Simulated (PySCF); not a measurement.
# Correlation energy of Xe (xenon, neutral)

[Kr] 4d10 5s2 5p5 6s1, high-spin 3P determinant (an excited configuration). All numbers are calculated (PySCF 2.14, scalar relativity through the core potential, in aug-cc-pVQZ-PP with ECP28MDF). Frozen: 4s2 4p6 4d10; 8 electrons correlated.

```
  level  correlation energy (mhartree)
   CCSD                        -168.43
    (T)                          -6.63
CCSD(T)                        -175.06
```

Diagnostics: T1 = 0.014, D1 = 0.0495, largest double amplitude 0.041.

The outer electron is Rydberg-like, and this basis confines it to a smaller radius and binds it less than a complete one would.

Cost of the coupled-cluster step: roughly 28 core-seconds, for 8 correlated electrons.
